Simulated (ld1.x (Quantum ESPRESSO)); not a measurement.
## Transferability test, TM potential for boron (B)

boron (B), norm-conserving Troullier–Martins (Kleinman–Bylander form), made with ld1.x (Quantum ESPRESSO) 7.5 (BLYP, scalar-relativistic). Core [He], reference 2s1 2p2. Waves: 2s (bound): rc 1.35 bohr; 2p (bound): rc 3.40 bohr; 3d channel at 0.35 Ry: rc 3.20 bohr. Local part: all-electron potential smoothed inside 1.15 bohr (lloc = -2). Core correction: a·sin(br)/r model core inside 1.30 bohr.

Energies are relative to the spin-unpolarised reference configuration 2s1 2p2; without spin polarisation the order of configurations can differ from experiment. The frozen-core shift is the all-electron ΔE with the core orbitals held at their reference shape minus the fully relaxed ΔE.

```
valence configuration  charge  ΔE all-electron (eV)  error AE − PS (meV)  frozen-core shift (meV)
              2s2 2p0      +1                 2.390                 +243                     +0.5
              2s1 2p0      +2                27.740                 +775                     +4.2
            2s2 2p0.5    +0.5                -2.926                  +50                     +0.4
              2s0 2p3       0                 5.815                  -19                     +0.5
              2s1 2p1      +1                 8.442                  +75                     +0.2
            2s2 2p1.3    -0.3                -6.500                  -35                     +0.4
```

(1) What are ΔE and the potential's error for 2s2 2p1?

Levels in the configuration 2s2 2p1.3:

```csv
level,all-electron (eV),pseudo (eV)
2s,-6.923,-6.834
2p,-1.311,-1.279
```

## Answers

(1) ΔE = -5.783 eV all-electron; the error (AE − PS) is -20 meV.

ld1.x printed “convergence not achieved” for 6 of the counted tests; their residual had stalled under 1e-8, short of the target of 1e-14.
